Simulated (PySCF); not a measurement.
## `C[C@@H]1C[C@](F)(C#N)[Se]1`, C$_{5}$H$_{6}$FNSe

Geometry:
```csv
atom,x (Å),y (Å),z (Å)
C1,1.538,-0.804,-0.331
C2,0.852,0.129,0.641
C3,-0.638,-0.164,0.857
C4,-1.246,0.894,-0.069
F5,-2.269,1.599,0.494
C6,-1.592,0.416,-1.378
N7,-1.804,0.011,-2.427
Se8,0.484,1.949,-0.154
H9,2.540,-0.448,-0.562
H10,0.974,-0.880,-1.260
H11,1.617,-1.797,0.110
H12,1.423,0.225,1.566
H13,-0.931,-1.186,0.610
H14,-0.948,0.055,1.880
```

Level of theory: TDDFT CAM-B3LYP/def2-SVPD circular dichroism and optical rotation, one conformer, gas phase (PySCF). Geometry: GFN2-xTB.

The calculation is non-relativistic, which matters for the atoms heavier than Zn.

Question: Draw the ECD and absorption spectra from the lowest 12 states, each a Gaussian of half-width 0.35 eV at 1/e height.

Answer: 
```
E (eV)  λ (nm)  Δε (L mol⁻¹ cm⁻¹)  ε (L mol⁻¹ cm⁻¹)
  3.06     406              +0.32              5.95
  3.16     393              +0.66              12.4
  3.26     381              +1.16                22
  3.36     369              +1.75                33
  3.46     359              +2.24              42.2
  3.56     349              +2.43              45.8
  3.66     339              +2.24              42.2
  3.76     330              +1.75                33
  3.86     321              +1.16                22
  3.96     313              +0.66              12.4
  4.06     306              +0.32              5.95
  4.16     298              +0.13              2.42
  4.26     291              +0.04              0.84
  4.36     285              +0.01             0.252
  4.46     278               0.00            0.0929
  4.56     272               0.00              0.18
  4.66     266              -0.01             0.768
  4.76     261              -0.05              3.03
  4.86     255              -0.18              10.4
  4.96     250              -0.48              31.2
  5.06     245              -1.11              82.7
  5.16     240              -2.19               195
  5.26     236              -3.69               411
  5.36     231              -5.30               774
  5.46     227              -6.54              1310
  5.56     223              -7.00              1960
  5.66     219              -6.62              2630
  5.76     215              -5.73              3140
  5.86     212              -4.75              3370
  5.96     208              -3.96              3300
  6.06     205              -3.36              3020
  6.16     201              -2.95              2720
  6.26     198              -2.93              2610
  6.36     195              -3.75              2830
  6.46     192              -5.76              3350
  6.56     189              -8.73              3970
  6.66     186             -11.81              4450
  6.76     183             -13.94              4680
  6.86     181             -14.57              4790
  6.96     178             -13.90              5010
  7.06     176             -12.40              5480
  7.16     173             -10.04              6140
  7.26     171              -6.01              6800
  7.36     169              +0.37              7320
  7.46     166              +8.41              7570
```
Δε uses R in velocity form, ε uses f in length form. Only the states computed contribute, so the short-wavelength end is incomplete.
